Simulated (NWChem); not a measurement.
Species: neopentane (C$_{5}$H$_{12}$); SMILES C(C)(C)(C)C

```xyz
17

C      1.2124     0.7552    -0.5518
C      0.0001     0.0000     0.0000
C     -0.1752     0.3311     1.4847
C      0.2188    -1.5066    -0.1646
C     -1.2561     0.4203    -0.7683
H      2.1342     0.4733    -0.0175
H      1.3649     0.5368    -1.6211
H      1.0845     1.8448    -0.4472
H     -1.0421    -0.1988     1.9114
H      0.7148     0.0396     2.0656
H     -0.3349     1.4109     1.6358
H      1.1178    -1.8404     0.3784
H      0.3485    -1.7768    -1.2251
H     -0.6392    -2.0785     0.2243
H     -1.1604     0.1943    -1.8427
H     -1.4404     1.5023    -0.6687
H     -2.1479    -0.1073    -0.3932
```
Atoms are numbered in this order, from 1.

Program: NWChem. Pople sets run with spherical d functions. All runs use the structure optimised with PBE0/def2-SVP. B3LYP is NWChem's, with the RPA form of VWN correlation. Total energies compare along this basis series because the functional is fixed.

```csv
level,basis functions,energy (Ha),highest occupied level (eV),orbital gap (eV),relative time
B3LYP/STO-3G,37,-195.4279,-7.53,17.36,1
B3LYP/3-21G,69,-196.7082,-8.59,11.20,1
B3LYP/6-31G*,94,-197.7692,-8.59,10.62,3
B3LYP/6-31+G*,114,-197.7759,-8.78,8.89,5
B3LYP/def2-SVP,130,-197.6288,-8.75,9.94,5
B3LYP/def2-SVPD,196,-197.6434,-8.83,9.16,10
B3LYP/def2-TZVP,227,-197.8490,-8.80,9.42,10
B3LYP/6-311++G**,194,-197.8309,-8.82,8.49,10
```

Relative times are rough (shared machine, one core).
